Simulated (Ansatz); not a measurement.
The molecule ClO-, multiplicity 3 (an upper state: multiplicity 1 came lower at CCSD(T)/def2-TZVPP on PBE0 minima).

The constants come from a fifth-degree fit in 1/R (seven points, main isotopes). In def2 and cc sets the state is the lowest found near the PBE0 minimum, followed along R.

Cores are frozen in the correlated methods.

Run with Ansatz (an electronic-structure program) with Gaussian orbitals. Each number belongs to the level named beside it.

Energies at CCSD/def2-TZVPP:

| R (Å) | E (hartree) |
|---|---|
| 2.231923 | -534.75143886 |
| 2.291921 | -534.75278883 |
| 2.347119 | -534.75356381 |
| 2.409517 | -534.75402966 |
| 2.471914 | -534.75417334 |
| 2.543912 | -534.75405869 |
| 2.627909 | -534.75367911 |

**Question.** With a reduced mass of 10.9749 u, find the minimum, the force constant and the constants.

**Answer.** A fifth-degree polynomial in 1/R puts the minimum at r_e = 2.4762 Å with force constant 24.9 N/m. Then ω_e = (1/2πc)√(k/μ) = 196 cm⁻¹ and B_e = h/(8π²cμr_e²) = 0.2505 cm⁻¹; the cubic and quartic terms give α_e = 0.0072 and ω_e x_e = 5.8 cm⁻¹.
